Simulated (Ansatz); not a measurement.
Geometry optimisation, RKS PBE0-D4/def2-SVP in Ansatz.

input.yaml

```yaml
crystal:
  periodic: [false, false, false]
  atoms:
    - { symbol: Si, position_ang: [-0.761448, 0.137724, -0.460935] }
    - { symbol: F, position_ang: [1.515113, -1.02442, 1.067688] }
    - { symbol: F, position_ang: [-0.191834, -1.130122, -1.225656] }
    - { symbol: F, position_ang: [-1.337121, -0.240408, 0.968698] }
    - { symbol: F, position_ang: [-1.960314, 0.734014, -1.327764] }
    - { symbol: H, position_ang: [1.929741, -0.247089, 1.289706] }
    - { symbol: Br, position_ang: [0.805864, 1.770402, -0.311836] }
basis:
  gaussian: { orbitals: def2-SVP }
hamiltonian:
  xc: pbe0
  dispersion: d4
relax:
  f_tol: 0.03
  max_steps: 50
output:
  orbitals: {}
```

Run as:

```bash
$ ansatz run input.yaml --threads 2 --pin off --max-ram 3072MiB --backend cpu --events-out ev --progress --plain --runs-dir out
```

Task: Where does it end, and by what steps?

Result: It converged. The force dipped under the threshold on the way, but the program's further checks kept it going. After 6 steps the energy has fallen by 0.073 eV; F2 moved furthest, 0.14 Å.

| step | energy less start (eV) | largest force component (eV/Å) | accepted |
| --- | --- | --- | --- |
| 0 | 0.0000 | 1.004 | yes |
| 1 | -0.0289 | 1.511 | yes |
| 2 | 0.0191 | 2.335 | no |
| 3 | -0.0376 | 0.443 | yes |
| 4 | -0.0703 | 0.039 | yes |
| 5 | -0.0720 | 0.025 | yes |
| 6 | -0.0728 | 0.023 | yes |

```xyz
7
Properties=species:S:1:pos:R:3
Si -0.718 0.152 -0.446
F 1.394 -0.998 1.127
F -0.149 -1.114 -1.221
F -1.305 -0.250 0.975
F -1.934 0.720 -1.310
H 1.940 -0.253 1.163
Br 0.772 1.743 -0.288
```

Whether the end is a true minimum wasn't checked by a vibrational analysis.

Time of the run: 28 s on 2 threads of Arm Neoverse V1 (shared host), peak memory 0.28 GiB.
